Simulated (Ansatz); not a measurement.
Program: Ansatz. Geometries: PBE0-D4/def2-TZVP. ΔE: electronic, gas phase. CCSD(T)/CBS adds triple-zeta CCSD(T) − MP2 to the extrapolated MP2 energy (def2 sets, frozen cores). This one scheme is used for every species. Functionals use def2-TZVPP. B3LYP here is the variant with VWN-RPA as its local correlation; programs differ in this. For Ga outer-core shells are correlated without core-valence functions, which leaves a few kJ/mol of doubt a bond. Scalar relativity is left out up to krypton. One conformer a species, not always the lowest.

`N#COCO` + `[OH][GaH2]` → `N#C[O][GaH2]` + `OCO`  (substitution at a C–O bond)

`N#COCO`:

Cartesian coordinates in Å:
```
N -0.427 -2.334 -1.448
C -0.591 -1.291 -0.980
O -0.791 -0.137 -0.462
C 0.393 0.451 0.186
O 0.001 1.570 0.843
H 1.088 0.737 -0.603
H 0.815 -0.329 0.828
H -0.487 1.332 1.637
```

`[OH][GaH2]`:

Z-matrix (Å, degrees):
```
Ga
O 1 1.788
H 1 1.565 2 117.5
H 1 1.556 2 113.8 3 180.0
H 2 0.959 1 114.1 3 0.0
```

`N#C[O][GaH2]`:

```xyz
6

N    -0.195   -0.344   -2.577
C     0.234   -0.387   -1.502
O     0.726   -0.446   -0.332
Ga   -0.100    0.256    1.163
H    -1.458    0.929    0.853
H     0.794   -0.007    2.396
```

`OCO`:

```xyz
7

O    -1.137   -0.401    0.179
C     0.083   -0.043   -0.400
O     0.991    0.477    0.524
H    -0.966   -1.090    0.828
H    -0.170    0.682   -1.180
H     0.590   -0.903   -0.850
H     0.609    1.277    0.898
```

```csv
level,ΔE (eV)
PBE-D4,-0.33
ωB97X-V,-0.36
ωB97M-V,-0.36
r2SCAN,-0.33
B3LYP,-0.36
MP2/def2-TZVPP,-0.34
CCSD/def2-TZVPP,-0.37
CCSD/CBS(def2),-0.37
```

Task: What does CCSD(T)/CBS give? (An estimate is asked.)

Result: Computed: -0.34 eV. The listed levels differ from it by 0.01, -0.02, -0.02, 0.01, -0.02, 0.00, -0.03, -0.03 eV.

Largest T1 diagnostic among the species: 0.015.

In def2-TZVPP, CCSD(T) changes the Hartree–Fock value by +0.11 eV (the triples alone add +0.02 eV) and MP2 by +0.12 eV. From PBE to PBE0 (25 % exact exchange), in def2-TZVPP and without D4, ΔE moves by −0.05 eV.
